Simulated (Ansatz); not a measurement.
Reaction (redistribution): `[OH][GeH2][NH][SiH](O)F` + `NC(=O)[SiH3]` → `N[C](=O)[GeH2][OH]` + `O[SiH](F)N[SiH3]`

Gas-phase electronic energies from Ansatz, PBE0-D4/def2-TZVP geometries. CBS: MP2 limit from def2 TZ/QZ plus the TZ coupled-cluster correction, frozen cores. DFT in def2-TZVPP. B3LYP here is the variant with VWN-RPA as its local correlation; programs differ in this. For Ge outer-core shells are correlated without core-valence functions, which leaves a few kJ/mol of doubt a bond. Scalar relativity is left out up to krypton. Each species was taken in one conformer, which may not be the lowest.

```json
{"level": "ωB97X-V", "ΔE (eV)": "-0.19"}
{"level": "B3LYP", "ΔE (eV)": "-0.23"}
```

**Question.** What does CCSD(T)/CBS give? (Estimate.)

**Answer.** Ansatz gave: -0.19 eV. The listed levels differ from it by 0.00, -0.04 eV.

Largest T1 diagnostic among the species: 0.016.

In def2-TZVPP, CCSD(T) changes the Hartree–Fock value by +0.07 eV (the triples alone add +0.02 eV) and MP2 by +0.06 eV.
